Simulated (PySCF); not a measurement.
trifluoroacetic acid (C₂HF₃O₂), SMILES O=C(O)C(F)(F)F.

The structure is a stationary point at PBE-D3(BJ)/def2-SVP. Other conformers were not sampled.

Level of theory: PySCF with PBE/def2-TZVP.

Symmetry labels are those of the subgroup Cs that the program uses (full group Cs).

**Question.** List the valence orbital energies around the gap with their symmetry. (An estimate is asked for; the answer gives what the named calculation found.)

**Answer.** 
```json
[
 {"orbital": "HOMO−7", "symmetry": "A\"", "energy (eV)": "-11.49"},
 {"orbital": "HOMO−6", "symmetry": "A'", "energy (eV)": "-11.32"},
 {"orbital": "HOMO−5", "symmetry": "A'", "energy (eV)": "-10.64"},
 {"orbital": "HOMO−4", "symmetry": "A\"", "energy (eV)": "-10.52"},
 {"orbital": "HOMO−3", "symmetry": "A\"", "energy (eV)": "-10.04"},
 {"orbital": "HOMO−2", "symmetry": "A'", "energy (eV)": "-9.93"},
 {"orbital": "HOMO−1", "symmetry": "A\"", "energy (eV)": "-8.78"},
 {"orbital": "HOMO", "symmetry": "A'", "energy (eV)": "-7.48"},
 {"orbital": "LUMO", "symmetry": "A\"", "energy (eV)": "-2.40"},
 {"orbital": "LUMO+1", "symmetry": "A'", "energy (eV)": "-0.42"},
 {"orbital": "LUMO+2", "symmetry": "A'", "energy (eV)": "1.60"},
 {"orbital": "LUMO+3", "symmetry": "A'", "energy (eV)": "2.18"}
]
```
